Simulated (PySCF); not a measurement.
Isomers of C5H4F4, mass 140.025 u with the commonest isotopes. Level of theory: CAM-B3LYP/def2-SVPD in PySCF (dipole) on a GFN2-xTB geometry, gas phase. One conformer each, none proved a minimum here; rigid rotors.

Question: Order these by radius of gyration √(Σ m r²/M), smallest first.
A. `FCC#CCC(F)(F)F`
B. `[CH:1]#[C:2][CH2:3][C@@H:4]([F:5])[C:6]([F:7])([F:8])[F:9]` with C2–C3–C4–F5 173°
C. `FC1=C(C(F)(F)F)CC1`

Answer: B (1.961 Å), C (1.984 Å), A (2.535 Å).

Question: Order these by rotational constant A, smallest first.
A. `FC1=C(C(F)(F)F)CC1`
B. `FCC#CCC(F)(F)F`
C. `[CH:1]#[C:2][CH2:3][C@@H:4]([F:5])[C:6]([F:7])([F:8])[F:9]` with C2–C3–C4–F5 173°

Answer: C (2356 MHz), A (2558 MHz), B (4607 MHz).

Question: Order these by dipole moment, smallest first.
A. `[CH:1]#[C:2][CH2:3][C@@H:4]([F:5])[C:6]([F:7])([F:8])[F:9]` with C2–C3–C4–F5 173°
B. `C(C#CCC(F)(F)F)F`
C. `FC1=C(C(F)(F)F)CC1`

Answer: B (0.41 D), A (2.31 D), C (3.46 D).

| SMILES | point group | Ia (u·Å²) | Ib (u·Å²) | Ic (u·Å²) | κ | μa (D) | μb (D) | μc (D) |
| --- | --- | --- | --- | --- | --- | --- | --- | --- |
| FCC#CCC(F)(F)F | Cs | 109.70 | 837.05 | 852.46 | -0.99 | 0.19 | 0.36 | 0.00 |
| C#CC[C@@H](F)C(F)(F)F | C1 | 214.49 | 375.84 | 486.78 | -0.53 | 2.10 | 0.79 | 0.55 |
| FC1=C(C(F)(F)F)CC1 | Cs | 197.59 | 400.52 | 503.97 | -0.67 | 2.74 | 2.11 | 0.00 |
